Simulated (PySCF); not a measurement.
Se(OH)(SeH) (H2OSe2), SMILES [SeH][Se]O. Atoms are numbered in the order given.

```xyz
5

Se     0.9643    -0.2017     0.2389
O      0.6075    -1.9599     0.5593
H      0.6424    -2.4031    -0.3069
Se    -1.0791     0.7048    -0.3900
H     -1.5970     0.9770     0.9697
```
Charge 0, spin multiplicity 1.

Geometry: TPSSh-D3(BJ)/def2-SVP. The values are those of a single conformer.

Calculation: HF/def2-TZVPD run with PySCF.

The molecule is in vacuum.

| Quantity | Result |
|---|---|
| total energy | -4875.73779 hartree |
| highest occupied level | -9.79 eV |
| lowest empty level | 0.94 eV |
| orbital gap | 10.73 eV |
| dipole moment | 0.95 D |
| quadrupole, principal values (traceless, Buckingham form, about the centre of nuclear charge) | -7.74, -0.42, 8.16 D·Å |
| mean static polarisability | 62.2 bohr³ (9.21 Å³) |
| polarisability, principal values | 50.1, 54.6, 81.8 bohr³ |
